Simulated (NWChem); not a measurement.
SnClF3; SMILES [Sn]([Cl])([F])([F])[F]

Results from NWChem. All runs use the structure optimised with PBE-D3(BJ)/def2-SVP. def2 effective core potentials on Sn; no spin-orbit coupling.

Q: What does the run give for PBE0/def2-SVP (core potentials)? Quantities: highest occupied level (eV); orbital gap (eV); dipole (D).

A: 
```yaml
highest occupied level (eV): -10.43
orbital gap (eV): 6.56
dipole (D): 1.40
```
